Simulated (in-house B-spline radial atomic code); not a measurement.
Whole-atom quantities along the 28-electron series, configuration [Ar] 3d10. Computed with a B-spline radial code for spherical atoms: non-relativistic Hartree-Fock, average of the configuration, point nuclei.

This level leaves out relativity, spin-orbit splitting included, which matters for heavy ions.

| ion | Z | E/Z² (Eh) | Σ<r²> (bohr²) | n(0)/Z³ (bohr⁻³) | Lamb diamagnetic shielding (ppm) | repulsion over attraction |
| --- | --- | --- | --- | --- | --- | --- |
| Cu+ | 29 | -1.9485 | 18.535 | 0.68153 | 2399.09 | 0.16382 |
| Zn2+ | 30 | -1.9744 | 14.721 | 0.68287 | 2508.08 | 0.1616 |
| Ga3+ | 31 | -1.9993 | 12.266 | 0.68418 | 2616.38 | 0.15904 |
| Ge4+ | 32 | -2.0232 | 10.501 | 0.68544 | 2724.26 | 0.15632 |
| As5+ | 33 | -2.0461 | 9.1518 | 0.68665 | 2831.86 | 0.15352 |
| Se6+ | 34 | -2.0682 | 8.0808 | 0.68782 | 2939.25 | 0.15068 |
| Br7+ | 35 | -2.0893 | 7.2072 | 0.68895 | 3046.5 | 0.14786 |
| Kr8+ | 36 | -2.1096 | 6.4805 | 0.69003 | 3153.64 | 0.14506 |
| Rb9+ | 37 | ? | ? | ? | ? | ? |
| Sr10+ | 38 | -2.1478 | 5.3418 | 0.69208 | 3367.67 | 0.13961 |
| Zr12+ | 40 | -2.1831 | 4.4932 | 0.69398 | 3581.46 | 0.13441 |
| Nb13+ | 41 | -2.1997 | 4.1463 | 0.69488 | 3688.28 | 0.13191 |
| Mo14+ | 42 | -2.2157 | 3.8396 | 0.69574 | 3795.08 | 0.12947 |
| Tc15+ | 43 | -2.2311 | 3.567 | 0.69657 | 3901.84 | 0.12711 |
| Ru16+ | 44 | -2.246 | 3.3234 | 0.69738 | 4008.58 | 0.12481 |
| Rh17+ | 45 | ? | ? | ? | ? | ? |
| Pd18+ | 46 | ? | ? | ? | ? | ? |
| Ag19+ | 47 | -2.2873 | 2.729 | 0.69963 | 4328.68 | 0.11832 |

**Question.** Fill in the row of Rb9+.

**Answer.** E/Z² (Eh): -2.1291; Σ<r²> (bohr²): 5.8667; n(0)/Z³ (bohr⁻³): 0.69108; Lamb diamagnetic shielding (ppm): 3260.69; repulsion over attraction: 0.14231.

**Question.** Fill in the row of Rh17+.

**Answer.** E/Z² (Eh): -2.2602; Σ<r²> (bohr²): 3.1047; n(0)/Z³ (bohr⁻³): 0.69816; Lamb diamagnetic shielding (ppm): 4115.3; repulsion over attraction: 0.12258.

**Question.** Fill in the row of Pd18+.

**Answer.** E/Z² (Eh): -2.274; Σ<r²> (bohr²): 2.9075; n(0)/Z³ (bohr⁻³): 0.69891; Lamb diamagnetic shielding (ppm): 4222; repulsion over attraction: 0.12042.

**Question.** With what power of Z does the column «Σ<r²> (bohr²)» change over this range?

**Answer.** A fit of the logarithm of its size against log Z from Z = 29 to 47 has slope -3.77. Unscreened non-relativistic hydrogenic orbitals would give -2.
